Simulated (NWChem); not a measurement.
# Correlation energy of chlorotrifluoromethane (CClF3)

SMILES: FC(F)(F)Cl
```xyz
5

F      0.8478     0.5618     1.0721
C      0.3525    -0.0244     0.0000
F      0.8478     0.5618    -1.0721
F      0.7195    -1.2908     0.0000
Cl    -1.4030     0.0972     0.0000
```
Charge 0, spin multiplicity 1.

Everything below was run with NWChem. All single points use one geometry, from PBE0/def2-SVP, a minimum by its harmonic frequencies.

Basis set: cc-pVDZ. Each correlation energy counts from its own Hartree-Fock reference.

The correlated methods keep 9 core orbitals frozen. Coupled-cluster values serve here as a point of comparison, not as the truth.

### Question
For the correlation energy, RI-MP2 gives -822.6 mHa and MP2 gives -822.4 mHa. What do SCS-MP2, CR-CCSD[T], CR-CCSD(T) give?

### Answer
SCS-MP2: -788.9 mHa; CR-CCSD[T]: -854.8 mHa; CR-CCSD(T): -853.6 mHa.
